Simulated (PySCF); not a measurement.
Si(CF3)(Cl)2(H) (CHCl₂F₃Si), SMILES Cl[SiH](Cl)C(F)(F)F. Atoms are numbered in the order given.

```xyz
8

Si     0.5166     0.5805     0.0000
Cl     1.4085    -0.1601     1.6772
Cl     1.4085    -0.1601    -1.6772
C     -1.3065    -0.0300     0.0000
F     -1.4028    -1.3664     0.0000
F     -1.9555     0.4300    -1.0855
F     -1.9555     0.4300     1.0855
H      0.5427     2.0550     0.0000
```

Geometry: ωB97X-D3(BJ)/def2-SVP.

Method: ωB97X-D3(BJ)/def2-SVP run with PySCF 2.14.0.

Frequencies are harmonic and unscaled.

Computed harmonic wavenumbers and intensities:
| mode | ν (cm⁻¹) | IR (km/mol) | moving atoms (share of kinetic energy) |
|---|---|---|---|
| 1 | 41 | 0.0 | F 72 %, Cl 27 % |
| 2 | 99 | 2.7 | Cl 53 %, F 40 % |
| 3 | 129 | 3.5 | F 46 %, Cl 39 %, Si 9 % |
| 4 | 175 | 4.2 | Cl 59 %, F 28 %, Si 9 % |
| 5 | 264 | 0.1 | F 69 %, Cl 18 %, C 8 % |
| 6 | 283 | 2.0 | F 45 %, Cl 34 %, Si 14 % |
| 7 | 425 | 37.9 | Si 57 %, F 35 % |
| 8 | 533 | 2.7 | F 90 %, C 8 % |
| 9 | 534 | 9.7 | F 85 %, C 8 % |
| 10 | 568 | 61.0 | Si 46 %, Cl 42 % |
| 11 | 638 | 112.2 | Si 56 %, Cl 35 %, H 8 % |
| 12 | 758 | 19.7 | F 71 %, H 17 %, C 11 % |
| 13 | 805 | 148.7 | H 69 %, F 16 %, Si 14 % |
| 14 | 827 | 159.6 | H 88 %, Si 11 % |
| 15 | 1195 | 218.0 | C 72 %, F 27 % |
| 16 | 1209 | 203.2 | C 72 %, F 27 % |
| 17 | 1278 | 156.9 | C 76 %, F 21 % |
| 18 | 2348 | 69.4 | H 97 % |
